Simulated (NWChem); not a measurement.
System: heptafluoropropane (C3HF7); SMILES FC(C(F)(F)F)C(F)(F)F

Input file for NWChem:

```
start job
memory heap 200 mb stack 900 mb global 1100 mb
geometry units angstroms noautosym nocenter noautoz
  F     -1.817626    -0.053053     0.000000
  C     -0.539936    -0.504307     0.000000
  C      0.134877    -0.031989     1.288655
  F     -0.548887    -0.492586     2.330532
  F      1.376168    -0.503196     1.358177
  F      0.176313     1.290135     1.369319
  C      0.134877    -0.031989    -1.288655
  F      0.176313     1.290135    -1.369319
  F     -0.548887    -0.492586    -2.330532
  F      1.376168    -0.503196    -1.358177
  H     -0.524876    -1.606864     0.000000
end
basis spherical
  * library 6-31g*
end
dft
  xc m05-2x
  iterations 150
end
cosmo
  do_cosmo_smd true
  solvent water
end
task dft energy
```

Excerpt of the output:

```
             Northwest Computational Chemistry Package (NWChem) 7.3.0
             --------------------------------------------------------

                             Geometry "geometry" -> ""
                             -------------------------

 Output coordinates in angstroms (scale by  1.889725989 to convert to a.u.)

  No.       Tag          Charge          X              Y              Z
 ---- ---------------- ---------- -------------- -------------- --------------
    1 F                    9.0000    -1.81762600    -0.05305300     0.00000000
    2 C                    6.0000    -0.53993600    -0.50430700     0.00000000
    3 C                    6.0000     0.13487700    -0.03198900     1.28865500
    4 F                    9.0000    -0.54888700    -0.49258600     2.33053200
    5 F                    9.0000     1.37616800    -0.50319600     1.35817700
    6 F                    9.0000     0.17631300     1.29013500     1.36931900
    7 C                    6.0000     0.13487700    -0.03198900    -1.28865500
    8 F                    9.0000     0.17631300     1.29013500    -1.36931900
    9 F                    9.0000    -0.54888700    -0.49258600    -2.33053200
   10 F                    9.0000     1.37616800    -0.50319600    -1.35817700
   11 H                    1.0000    -0.52487600    -1.60686400     0.00000000

 Effective nuclear repulsion energy (a.u.)     665.4823206618

                                 NWChem DFT Module
                                 -----------------

 Summary of "ao basis" -> "ao basis" (spherical)
 ------------------------------------------------------------------------------
       Tag                 Description            Shells   Functions and Types
 ---------------- ------------------------------  ------  ---------------------
 F                           6-31g*                  6       14   3s2p1d
 C                           6-31g*                  6       14   3s2p1d
 H                           6-31g*                  2        2   2s

 in cosmo_initialize ...
 calling solv_data for solv:h2o

 solvent parameters
 solvname_short: h2o
 solvname_long:  water
 dielec:       78.4000
 dielecinf:     1.7769
 aqueous SMD model solvent descriptors
 dielec:       78.4000
 sola:          0.8200

[...]

                                COSMO-SMD solvation results
                                ---------------------------

             internal energy in gas <Psi(g)|H|Psi(g)> =      -813.739554131327
         internal energy in solvent <Psi(s)|H|Psi(s)> =      -813.738547792914
                               delta internal energy  =         0.001006338413 (    0.63 kcal/mol)
   total free energy in solvent <Psi(s)|H+V/2|Psi(s)> =      -813.745773266692
 polarization energy contribution <Psi(s)|V/2|Psi(s)> =        -0.007225473778 (   -4.53 kcal/mol)
    total free energy in solvent including G(SMD-CDS) =      -813.736426701406
                       G(SMD-CDS) energy contribution =         0.009346565286 (    5.87 kcal/mol)
     1 M fixed-concentration free energy of solvation =         0.003127429921 (    1.96 kcal/mol)

                       DFT Final Molecular Orbital Analysis
                       ------------------------------------

 Vector   39  Occ=2.000000D+00  E=-5.168190D-01
              MO Center=  2.9D-01,  3.7D-02,  1.6D-07, r^2= 4.9D+00
   Bfn.  Coefficient  Atom+Function         Bfn.  Coefficient  Atom+Function
  ----- ------------  ---------------      ----- ------------  ---------------
    46      0.237179   4 F  py              116     -0.237179   9 F  py
    73      0.205537   6 F  px              101     -0.205537   8 F  px
    60     -0.193619   5 F  py              130      0.193619  10 F  py
    45     -0.186420   4 F  px              115      0.186420   9 F  px
    61      0.178966   5 F  pz               75     -0.178959   6 F  pz

 Vector   40  Occ=2.000000D+00  E=-4.523631D-01
              MO Center= -7.1D-01, -3.2D-01, -3.2D-08, r^2= 2.4D+00
   Bfn.  Coefficient  Atom+Function         Bfn.  Coefficient  Atom+Function
  ----- ------------  ---------------      ----- ------------  ---------------
     4      0.373704   1 F  py               18     -0.326245   2 C  py
     8      0.282750   1 F  py              141      0.213175  11 H  s
   142      0.186423  11 H  s                 3      0.160859   1 F  px
    75     -0.147295   6 F  pz              103      0.147295   8 F  pz
    17     -0.140102   2 C  px               33      0.140715   3 C  pz

 Vector   41  Occ=2.000000D+00  E=-4.434070D-01
              MO Center= -3.7D-01, -1.7D-01,  4.7D-08, r^2= 3.2D+00
   Bfn.  Coefficient  Atom+Function         Bfn.  Coefficient  Atom+Function
  ----- ------------  ---------------      ----- ------------  ---------------
    19     -0.342775   2 C  pz                5      0.326774   1 F  pz
     9      0.249505   1 F  pz               33      0.204147   3 C  pz
    89      0.204147   7 C  pz               47     -0.192180   4 F  pz
   117     -0.192180   9 F  pz               34     -0.155366   3 C  s
    90      0.155366   7 C  s                61     -0.150856   5 F  pz

 Vector   42  Occ=0.000000D+00  E= 1.166201D-01
              MO Center= -4.2D-01, -2.8D-01, -1.3D-08, r^2= 2.5D+00
   Bfn.  Coefficient  Atom+Function         Bfn.  Coefficient  Atom+Function
  ----- ------------  ---------------      ----- ------------  ---------------
    21      0.696080   2 C  px                6      0.550315   1 F  s
     7      0.339517   1 F  px               17      0.327108   2 C  px
    35      0.284920   3 C  px               91      0.284920   7 C  px
     3      0.266661   1 F  px               31      0.250473   3 C  px
    87      0.250473   7 C  px               22     -0.222484   2 C  py

[...]
```

Level: M05-2X/6-31G* (spherical d), SMD on the gas-phase geometry. Geometry: optimised at PBE0/def2-SVP. Solvent: water.
